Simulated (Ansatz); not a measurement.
Gas-phase electronic energies from Ansatz, PBE0-D4/def2-TZVP geometries. CBS: MP2 limit from def2 TZ/QZ plus the TZ coupled-cluster correction, frozen cores. This one scheme is used for every species. Functionals use def2-TZVPP. One conformer a species, not always the lowest.

Consider the cleavage of the Si–P bond: `F[SiH2]P[SiH3]` + `OBS` → `F[SiH2]OBS` + `[SiH3]P`.

(1) Is it downhill or uphill in electronic energy at CCSD(T)/CBS, and by how much? (Best estimate.)

(2) What do these levels give: PBE-D4, MP2/def2-TZVPP, CCSD(T)/def2-TZVPP, HF/def2-QZVPP, HF/CBS(def2), CCSD/CBS(def2)? (Estimate.)

Largest T1 diagnostic among the species: 0.013.

Answers

(1) Ansatz gave: Downhill: ΔE = -0.85 eV.

(2) Computed: PBE-D4 -0.65, MP2/def2-TZVPP -0.87, CCSD(T)/def2-TZVPP -0.88, HF/def2-QZVPP -1.15, HF/CBS(def2) -1.15, CCSD/CBS(def2) -0.90 eV.

From PBE to PBE0 (25 % exact exchange), in def2-TZVPP and without D4, ΔE moves by −0.06 eV. In def2-TZVPP, CCSD(T) changes the Hartree–Fock value by +0.25 eV (the triples alone add +0.04 eV) and MP2 by +0.26 eV.
